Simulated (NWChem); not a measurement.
The numbers come from NWChem runs, not from measurements. System: Cl2Si, charge 0, spin multiplicity 1, at a geometry optimised with PBE/def2-SVP. The structure started from a generated list of species. Level: RHF/def2-TZVP.

Part of the output:

```
             Northwest Computational Chemistry Package (NWChem) 7.3.0
             --------------------------------------------------------

                                NWChem Input Module
                                -------------------

 Scaling coordinates for geometry "geometry" by  1.889725989
 (inverse scale =  0.529177249)

 Turning off AUTOSYM since
 SYMMETRY directive was detected!

                             Geometry "geometry" -> ""
                             -------------------------

 Output coordinates in angstroms (scale by  1.889725989 to convert to a.u.)

  No.       Tag          Charge          X              Y              Z
 ---- ---------------- ---------- -------------- -------------- --------------
    1 Si                  14.0000     0.00000000     0.00000000     0.94165500
    2 Cl                  17.0000    -1.64011000     0.00000000    -0.38774000
    3 Cl                  17.0000     1.64011000     0.00000000    -0.38774000

 Effective nuclear repulsion energy (a.u.)     165.9319146690

            Nuclear Dipole moment (a.u.)
            ----------------------------
        X                 Y               Z
 ---------------- ---------------- ----------------
     0.0000000000     0.0000000000     0.0000188973

      Symmetry information
      --------------------

 Group name             C2v
 Group number             16
 Group order               4
 No. of unique centers     2

      Symmetry unique atoms

     1    2


 Summary of "ao basis" -> "" (spherical)
 ------------------------------------------------------------------------------
       Tag                 Description            Shells   Functions and Types
 ---------------- ------------------------------  ------  ---------------------
 *                         def2-tzvp                  on all atoms

 Summary of "ao basis" -> "ao basis" (spherical)
 ------------------------------------------------------------------------------
       Tag                 Description            Shells   Functions and Types
 ---------------- ------------------------------  ------  ---------------------
 Si                        def2-tzvp                13       37   5s5p2d1f
 Cl                        def2-tzvp                13       37   5s5p2d1f

                                 NWChem SCF Module
                                 -----------------

  ao basis        = "ao basis"
  functions       =   111
  atoms           =     3
  closed shells   =    24
  open shells     =     0
  charge          =   0.00
  wavefunction    = RHF
  use symmetry    = T
  symmetry adapt  = T

 Summary of "ao basis" -> "ao basis" (spherical)
 ------------------------------------------------------------------------------
       Tag                 Description            Shells   Functions and Types
 ---------------- ------------------------------  ------  ---------------------
 Si                        def2-tzvp                13       37   5s5p2d1f
 Cl                        def2-tzvp                13       37   5s5p2d1f

      Symmetry analysis of basis
      --------------------------

        a1         41
        a2         15
        b1         34
        b2         21

 Forming initial guess at       0.2s

      Superposition of Atomic Density Guess
      -------------------------------------

 Sum of atomic energies:       -1207.79078770

      Non-variational initial energy
      ------------------------------

 Total energy =   -1208.114940
 1-e energy   =   -2001.572330
 2-e energy   =     627.525475
 HOMO         =      -0.274243
 LUMO         =      -0.047803

      Symmetry analysis of molecular orbitals - initial
      -------------------------------------------------

  Numbering of irreducible representations:

     1 a1          2 a2          3 b1          4 b2

  Orbital symmetries:

     1 a1          2 b1          3 a1          4 a1          5 b1
     6 a1          7 b1          8 a1          9 b2         10 b1
    11 a2         12 a1         13 b1         14 a1         15 b2
    16 a1         17 b1         18 a1         19 b1         20 a1
    21 b2         22 a2         23 b1         24 a1         25 b2
    26 b1         27 a1         28 a1         29 b1         30 b2
    31 a1         32 a2         33 a1         34 b1

 Starting SCF solution at       2.2s

 ----------------------------------------------
         Quadratically convergent ROHF

 Convergence threshold     :          1.000E-07
 Maximum no. of iterations :          100
 Final Fock-matrix accuracy:          1.000E-09
 ----------------------------------------------

              iter       energy          gnorm     gmax       time
             ----- ------------------- --------- --------- --------
                 1    -1207.9906093118  6.63D-01  1.68D-01      2.3
                 2    -1208.0300782633  1.77D-01  4.86D-02      2.5
                 3    -1208.0340000382  1.69D-02  5.29D-03      2.9
                 4    -1208.0340622636  1.24D-04  4.47D-05      3.4
                 5    -1208.0340622658  5.91D-09  1.78D-09      4.4

       Final RHF  results
       ------------------

         Total SCF energy =  -1208.034062265824
      One-electron energy =  -2002.249071592066
      Two-electron energy =    628.283094657199
 Nuclear repulsion energy =    165.931914669043

        Time for solution =      2.2s

       Symmetry analysis of molecular orbitals - final
       -----------------------------------------------

  Numbering of irreducible representations:

     1 a1          2 a2          3 b1          4 b2

  Orbital symmetries:

     1 a1          2 b1          3 a1          4 b1          5 a1
     6 b1          7 a1          8 a2          9 b2         10 a1
    11 b1         12 a1         13 b1         14 b2         15 a1
    16 a1         17 b1         18 a1         19 b1         20 a1
    21 b2         22 a2         23 b1         24 a1         25 b2
    26 b1         27 a1         28 a1         29 b2         30 a1
    31 b1         32 a2         33 a1         34 b2

             Final eigenvalues
             -----------------

              1
    1 -104.8387
    2 -104.8387
    3  -68.8844
    4  -10.5679
    5  -10.5679
    6   -8.0342
    7   -8.0342
    8   -8.0335
    9   -8.0335
   10   -8.0334
   11   -8.0333
   12   -6.2239
   13   -4.3247
   14   -4.3245
   15   -4.3236
   16   -1.1166
   17   -1.0890
   18   -0.6697
   19   -0.5463
   20   -0.5135
   21   -0.5013
   22   -0.4717
   23   -0.4580
   24   -0.3785
   25    0.0063
   26    0.1086
   27    0.1259
   28    0.2583
   29    0.2694
   30    0.2864
   31    0.2866
   32    0.3380
   33    0.3440
   34    0.3512

                       ROHF Final Molecular Orbital Analysis
                       -------------------------------------

 Vector   22  Occ=2.000000D+00  E=-4.716703D-01  Symmetry=a2
              MO Center= -1.5D-15,  2.7D-16, -3.3D-01, r^2= 3.8D+00
   Bfn.  Coefficient  Atom+Function         Bfn.  Coefficient  Atom+Function
  ----- ------------  ---------------      ----- ------------  ---------------
    53      0.382938  2 Cl py                90     -0.382938  3 Cl py
    56      0.252871  2 Cl py                93     -0.252871  3 Cl py
    50      0.175291  2 Cl py                87     -0.175291  3 Cl py

 Vector   23  Occ=2.000000D+00  E=-4.580195D-01  Symmetry=b1
              MO Center=  7.0D-16, -1.3D-16, -3.2D-01, r^2= 3.9D+00
   Bfn.  Coefficient  Atom+Function         Bfn.  Coefficient  Atom+Function
  ----- ------------  ---------------      ----- ------------  ---------------
    52      0.325302  2 Cl px                89      0.325302  3 Cl px
    54     -0.229792  2 Cl pz                91      0.229792  3 Cl pz
    55      0.211994  2 Cl px                92      0.211994  3 Cl px
    57     -0.154885  2 Cl pz                94      0.154885  3 Cl pz

 Vector   24  Occ=2.000000D+00  E=-3.785241D-01  Symmetry=a1
              MO Center=  5.8D-14,  5.2D-15,  8.8D-01, r^2= 3.3D+00
   Bfn.  Coefficient  Atom+Function         Bfn.  Coefficient  Atom+Function
  ----- ------------  ---------------      ----- ------------  ---------------
     5      0.477412  1 Si s                  4      0.429632  1 Si s
    17      0.284613  1 Si pz                 3     -0.243858  1 Si s
    54     -0.235126  2 Cl pz                91     -0.235126  3 Cl pz
    57     -0.192515  2 Cl pz                94     -0.192515  3 Cl pz

 Vector   25  Occ=0.000000D+00  E= 6.327129D-03  Symmetry=b2
              MO Center=  1.1D-15, -1.9D-16,  9.2D-01, r^2= 3.6D+00
   Bfn.  Coefficient  Atom+Function         Bfn.  Coefficient  Atom+Function
  ----- ------------  ---------------      ----- ------------  ---------------
    19      0.695298  1 Si py                16      0.394084  1 Si py
    56     -0.247958  2 Cl py                93     -0.247958  3 Cl py

 Vector   26  Occ=0.000000D+00  E= 1.086157D-01  Symmetry=b1
              MO Center=  8.0D-15,  5.8D-17,  1.1D+00, r^2= 5.1D+00
   Bfn.  Coefficient  Atom+Function         Bfn.  Coefficient  Atom+Function
  ----- ------------  ---------------      ----- ------------  ---------------
    18      1.227024  1 Si px                42      0.586084  2 Cl s
    79     -0.586084  3 Cl s                 57      0.345422  2 Cl pz
    94     -0.345422  3 Cl pz                15      0.278587  1 Si px

 Vector   27  Occ=0.000000D+00  E= 1.259160D-01  Symmetry=a1
              MO Center=  4.2D-13, -1.6D-15,  7.5D-01, r^2= 5.5D+00
   Bfn.  Coefficient  Atom+Function         Bfn.  Coefficient  Atom+Function
  ----- ------------  ---------------      ----- ------------  ---------------
    20      1.138457  1 Si pz                 5     -0.787317  1 Si s
    42      0.589749  2 Cl s                 79      0.589749  3 Cl s
    55      0.469214  2 Cl px                92     -0.469214  3 Cl px
     4     -0.296274  1 Si s                 17      0.209165  1 Si pz
     3      0.176965  1 Si s

 center of mass
 --------------
 x =   0.00000000 y =   0.00000000 z =  -0.01491923

 moments of inertia (a.u.)
 ------------------
         126.115820136530           0.000000000000           0.000000000000
           0.000000000000         797.938978857858           0.000000000000
           0.000000000000           0.000000000000         671.823158721328

  Mulliken analysis of the total density
  --------------------------------------

    Atom       Charge   Shell Charges
 -----------   ------   -------------------------------------------------------
    1 Si  14    13.40   2.00  0.59  1.38  1.14  0.65  4.10  1.74  0.39  0.84  0.22  0.10  0.19  0.05
    2 Cl  17    17.30   2.01  0.45  1.52  1.09  0.87  4.18  1.69  1.06  2.88  1.52  0.01  0.03  0.00
    3 Cl  17    17.30   2.01  0.45  1.52  1.09  0.87  4.18  1.69  1.06  2.88  1.52  0.01  0.03  0.00

       Multipole analysis of the density wrt the origin
       ------------------------------------------------

     L   x y z        total         open         nuclear
     -   - - -        -----         ----         -------
     0   0 0 0     -0.000000      0.000000     48.000000

     1   1 0 0     -0.000000      0.000000      0.000000
     1   0 1 0     -0.000000      0.000000      0.000000
     1   0 0 1      0.511809      0.000000      0.000019

     2   2 0 0    -30.948010      0.000000    326.604784
     2   1 1 0     -0.000000      0.000000      0.000000
     2   1 0 1      0.000000      0.000000      0.000000
     2   0 2 0    -26.872241      0.000000      0.000000
     2   0 1 1     -0.000000      0.000000      0.000000
     2   0 0 2    -29.043569      0.000000     62.585175

 Task  times  cpu:        4.4s     wall:        4.4s

 Total times  cpu:        4.5s     wall:        4.5s
```

### Question
Write an NWChem input that would produce this output.

### Answer
This is not unique; one that fits is 
```
start mol
memory heap 200 mb stack 900 mb global 1100 mb
geometry units angstroms nocenter noautoz
  Si     0.000000     0.000000     0.941655
  Cl    -1.640110     0.000000    -0.387740
  Cl     1.640110     0.000000    -0.387740
  symmetry group C2v
end
basis spherical
  * library def2-tzvp
end
scf
  rhf
  nopen 0
  maxiter 100
  thresh 1e-7
  semidirect memsize 60000000 filesize 0
end
task scf energy
```
